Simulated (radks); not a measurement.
Charge is removed step by step from the 4d up level of neutral technetium, starting from [Kr] 4d(up 5, down 0) 5s2. Method: scalar-relativistic Kohn-Sham, PBE, spin-polarised, spherical densities, finite nucleus; Fermi nuclear charge, rms radius 4.4112 fm; computed with a radial shooting solver on a logarithmic mesh with Libxc functionals.

removed (e)  E - E(0) (eV)  eigenvalue (eV)  E minus straight line (eV)
0                    0.000           -7.827                       0.000
0.1                  0.829           -8.763                      -0.451
0.2                  1.753           -9.721                      -0.808
0.3                  2.774          -10.702                      -1.067
0.4                  3.895          -11.703                      -1.228
0.5                  5.116          -12.725                      -1.287
0.6                  6.440          -13.766                      -1.243
0.7                  7.870          -14.825                      -1.094
0.8                  9.406          -15.903                      -0.839
0.9                 11.051          -16.997                      -0.475
1                   12.806          -18.108                       0.000

Removing the whole electron costs 12.806 eV by Delta-SCF, against 7.827 eV from minus the eigenvalue at the starting occupation. Slater's transition state (half an electron removed) gives 12.725 eV. Integrating minus the eigenvalue over the occupation (Janak's theorem) gives 12.806 eV. In this scalar-relativistic scheme the density is built from large components alone, so the theorem holds only approximately. The mean slope of the eigenvalue, de/dn, is 10.3 eV per electron.
